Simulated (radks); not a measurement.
Problem. Ga VI, 26 electrons, occupied as [Ar] 3d8. Method: scalar-relativistic Kohn-Sham, r2SCAN, spin-polarised, spherical densities, finite nucleus; open shells are filled with parallel spins first; meta-GGA in the generalised Kohn-Sham scheme; Fermi nuclear charge, rms radius 3.9973 fm; computed with a radial shooting solver on a logarithmic mesh with Libxc functionals. Some entries of the table are withheld. Estimate them.

| orbital | occ. | eigenvalue (hartree) | r(max) (bohr) |
|---|---|---|---|
| 1s down | 1 | -380.2862 | 0.03179 |
| 1s up | 1 | -380.2860 | 0.03179 |
| 2s up | 1 | -50.12652 | 0.1823 |
| 2s down | 1 | -50.04700 | 0.1822 |
| 2p up | 3 | -43.98276 | 0.1466 |
| 2p down | 3 | -43.92319 | 0.1465 |
| 3s up | 1 | (1) | (2) |
| 3s down | 1 | (3) | (4) |
| 3p up | 3 | -6.89308 | (5) |
| 3p down | 3 | -6.75939 | (6) |
| 3d up | 5 | -3.80643 | 0.5178 |
| 3d down | 3 | -3.66996 | 0.5210 |

Solution. 
(1) 3s up eigenvalue (hartree): -8.78740
(2) 3s up r(max) (bohr): 0.5601
(3) 3s down eigenvalue (hartree): -8.65384
(4) 3s down r(max) (bohr): 0.5609
(5) 3p up r(max) (bohr): 0.5612
(6) 3p down r(max) (bohr): 0.5624
